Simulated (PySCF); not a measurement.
Dipole response of Sr+ (strontium, charge +1)

[Kr] 5s1, 2S determinant. Calculation: PySCF 2.14, in dyall-av2z; no relativity, point nucleus. Coupled (time-dependent) response in atomic units; α is the mean over directions. A double-zeta set is small for polarisabilities.

```csv
method,mean α (bohr³),C₆ (like pair),S(−4)
BP86,96.32,834.3,8110
```

S(−4) is the Cauchy moment in α(ω) = α(0) + S(−4) ω² + …

α(iu) at BP86:

```json
{"u (hartree)": "0", "α(iu) (bohr³)": "96.32"}
{"u (hartree)": "0.0500", "α(iu) (bohr³)": "79.77"}
{"u (hartree)": "0.100", "α(iu) (bohr³)": "53.62"}
{"u (hartree)": "0.200", "α(iu) (bohr³)": "25.64"}
{"u (hartree)": "0.300", "α(iu) (bohr³)": "15.68"}
{"u (hartree)": "0.500", "α(iu) (bohr³)": "8.891"}
{"u (hartree)": "0.750", "α(iu) (bohr³)": "5.838"}
{"u (hartree)": "1.00", "α(iu) (bohr³)": "4.246"}
{"u (hartree)": "1.50", "α(iu) (bohr³)": "2.530"}
{"u (hartree)": "2.00", "α(iu) (bohr³)": "1.655"}
{"u (hartree)": "3.00", "α(iu) (bohr³)": "0.8529"}
{"u (hartree)": "5.00", "α(iu) (bohr³)": "0.3476"}
```

A single London oscillator, α(iu) = α/(1 + u²/ω²), gives C₆ = (3/4) ω α². Matching the computed C₆ needs ω = 4 × 834.3 / (3 × 96.32²) = 0.120 hartree.

For an ion, C₆ is the dispersion term alone; charge-induced terms of lower order in 1/R come first.

A non-relativistic calculation at this Z misses sizeable relativistic shifts.
